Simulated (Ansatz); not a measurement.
F₂O₂W, charge -1, doublet, at a GFN2-xTB geometry (such geometries of metal compounds can be far from the true shape) (the multiplicity is a formal guess) (core potentials on W) (a gas-phase anion, which may not be bound at this level); BLYP/def2-SVP in Ansatz (a first-principles code).

Ansatz was given this input:
Ansatz 0.2 input:
```yaml
crystal:
  periodic: [false, false, false]
  atoms:
    - {symbol: W, position_ang: [0.12437238, -0.02668928, 0.04204265]}
    - {symbol: O, position_ang: [1.37443193, -0.37267944, -1.05924020]}
    - {symbol: O, position_ang: [0.51529214, -0.03283966, 1.69803959]}
    - {symbol: F, position_ang: [-1.06914879, 1.50648899, -0.51881320]}
    - {symbol: F, position_ang: [-1.63322329, -0.92658236, -0.39469247]}
basis:
  gaussian:
    orbitals: def2-SVP
hamiltonian:
  xc: blyp
total_charge: -1
magnetization: {spin_polarized: true, initial_magnetization: 1}
accuracy: high
```

Output, abridged:

```
Functional definition: BLYP
1856 factors; integrals over basis functions are off by at most 3.2e-9 eV
mean field evaluation 1: about -11340.5732 eV, gradient 5.5e1 eV
mean field evaluation 2: about -11065.6008 eV, gradient 2.3e2 eV
mean field evaluation 4: about -11349.5794 eV, gradient 2.8e1 eV
mean field evaluation 8: about -11352.2026 eV, gradient 3.9e-1 eV
mean field evaluation 16: about -11352.2000 eV, gradient 2.6e-4 eV
mean field -11352.20004198 eV, -417.1856567453 hartree, gradient 7.6e-9 eV, S^2 0.752263; 0 other end points of the search recorded, 0 dependent functions left out
reference -11352.20009003 eV, -417.1856585111 hartree; 25, 24 occupied and 63, 64 virtual orbitals, 1856 factors
Total energy: -11352.20009003 eV, -417.1856585111 hartree
```
